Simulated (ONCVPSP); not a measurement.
**F (Z = 9): excitation energies, all-electron against ONCV**

* Element: F (Z = 9)
* Generator: ONCVPSP 4.0.1
* Type: optimised norm-conserving Vanderbilt (ONCV)
* Functional: PBEsol
* Relativity: scalar-relativistic
* Frozen core: [He]
* Valence charge: 7
* Reference configuration: 2s2 2p5
* Partial waves: 2s: rc 0.65 bohr, ncon 3, nbas 6, qcut 9.8 1/bohr, local; 2p: rc 1.35 bohr, ncon 4, nbas 8, qcut 12.6 1/bohr, 2 projectors, debl 1 Ha
* Local potential: the s channel
* Core correction: none

Energies are relative to the spin-unpolarised reference configuration 2s2 2p5; without spin polarisation the order of configurations can differ from experiment.

```json
{"valence configuration": "2s2 2p4", "charge": "+1", "ΔE all-electron (eV)": "19.317", "error AE − PS (meV)": "+15"}
{"valence configuration": "2s2 2p2", "charge": "+3", "ΔE all-electron (eV)": "118.084", "error AE − PS (meV)": "+517"}
```

Problem. What are ΔE and the potential's error for 2s2 2p3?

Solution. ΔE = 57.595 eV all-electron; the error (AE − PS) is +130 meV.

Problem. What are ΔE and the potential's error for 2s1 2p5?

Solution. ΔE = 38.305 eV all-electron; the error (AE − PS) is -14 meV.

Levels in the configuration 2s2 2p4:

```
level  all-electron (eV)  pseudo (eV)
   2s            -47.182      -47.187
   2p            -28.220      -28.174
```
